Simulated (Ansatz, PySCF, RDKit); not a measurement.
Constitutional and geometric isomers with formula CH10Si3. All species are isolated molecules in the gas phase. One relaxed conformer stands for each flexible species; it need not be the lowest. Strings in code marks are SMILES.

Quantity: electronic energy of isomers of CH10Si3 relative to `C[SiH2][SiH2][SiH3]` (C–Si–Si–Si torsion 59°), in kJ/mol. Force-field values (RDKit) are differences of steric energies, which aren't made for comparing isomers with other bonds.

Level 1: PBE/cc-pVTZ // B3LYP-D3(BJ)/def2-TZVP (Ansatz, an electronic-structure program)
Level 2: B3LYP/3-21G // B3LYP-D3(BJ)/def2-TZVP (PySCF)
Level 3: PBE/6-31G* // B3LYP-D3(BJ)/def2-TZVP (PySCF)
Level 4: UFF, relaxed from the DFT geometry (RDKit)

```tsv
species	level 1	level 2	level 3	level 4
`C[SiH]([SiH3])[SiH3]`	2.60	2.30	2.73	0.00
`[SiH3]C([SiH3])[SiH3]`	33.35	42.7	35.85	-2.99
`[SiH3]C[SiH2][SiH3]` (Si–C–Si–Si torsion 56°)	23.37	27.79	24.53	-0.54
```
